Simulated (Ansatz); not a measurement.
AgN₂H₆, that is [Ag(NH3)2]+ with one electron more. The state is a doublet with charge 0. Geometry PBE-D4/def2-TZVP, that of the charge +1 singlet; atoms count from 1.

```xyz
9

Ag    0.000    0.000    0.000
N     0.749   -1.822   -0.791
H     0.984   -1.735   -1.785
H     0.066   -2.581   -0.708
H     1.598   -2.125   -0.305
N    -0.749    1.822    0.791
H    -0.044    2.564    0.766
H    -1.044    1.718    1.767
H    -1.561    2.158    0.265
```

In the def2 sets Ag takes a core potential; there is no spin–orbit coupling.

(1) Estimate the Mulliken populations from the PBE0/def2-TZVP orbitals of Ansatz.

(2) Where does the spin sit?

Results:

(1) 
```tsv
atom	charge (e)	spin (α − β)	d electrons
Ag1	-0.25	0.79	9.82
N2	-0.50	-0.13	–
H3	0.21	0.08	–
H4	0.21	0.08	–
H5	0.21	0.08	–
N6	-0.50	-0.13	–
H7	0.21	0.08	–
H8	0.21	0.08	–
H9	0.21	0.08	–
```
Mulliken values and Mayer orders depend strongly on the basis.

(2) Summed by element: Ag 0.79, N -0.26, H 0.47, of 1 unpaired in all. Largest on single atoms: Ag1 0.79, N6 -0.13, N2 -0.13.
